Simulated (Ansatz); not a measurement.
Reaction (hydrogenolysis of a Te–C bond): `N=CC[TeH]` + H₂ → H₂Te + `CC=N`

Calculated with Ansatz (gas phase, PBE0-D4/def2-TZVP geometries, no zero-point term in ΔE). CCSD(T)/CBS adds triple-zeta CCSD(T) − MP2 to the extrapolated MP2 energy (def2 sets, frozen cores). This one scheme is used for every species. DFT in def2-TZVPP. B3LYP here is the variant with VWN-RPA as its local correlation; programs differ in this. Elements past krypton have def2 core potentials. For Te outer-core shells are correlated without core-valence functions, which leaves a few kJ/mol of doubt a bond. Each species was taken in one conformer, which may not be the lowest.

```csv
level,ΔE (kJ/mol),difference from CCSD(T)/CBS
PBE-D4,-46.9,-0.4
revPBE-D4,-40.4,6.1
B97M-V,-61.7,-15.2
B3LYP-D4,-51.4,-4.9
ωB97M-V,-56.5,-10.0
r2SCAN,-53.7,-7.2
PBE0,-60.6,-14.1
LC-ωPBE,-66.6,-20.1
CCSD(T)/def2-TZVPP,-52.6,-6.1
CCSD/CBS(def2),-53.6,-7.1
CCSD(T)/CBS,-46.5,0
```

(1) What do rigid-rotor, harmonic-oscillator terms from PBE0-D4/def2-TZVP frequencies (298.15 K, 1 bar) make of the CCSD(T)/CBS value? (An estimate is asked.)

Largest T1 diagnostic among the species: 0.012.

Answers

(1) The calculation gave: ΔZPE = +12.3 kJ/mol, ΔH = -37.6 kJ/mol, ΔS = 27 J/(mol·K), ΔG = -45.6 kJ/mol.

Leaving LDA and LC-ωPBE aside and taking each functional with its dispersion term where it has one, the values spread over 21.4 kJ/mol, from B97M-V to revPBE-D4. At CCSD(T), def2-SVP lies −22.2 kJ/mol from the extrapolated value and def2-TZVPP −6.1 kJ/mol. From r2SCAN to r2SCAN0 (25 % exact exchange), in def2-TZVPP and without D4, ΔE moves by −5.6 kJ/mol.

CCSD(T)/CBS has its own doubt, a few kJ/mol and more with outer-core shells, so smaller differences from it don't rank the levels.
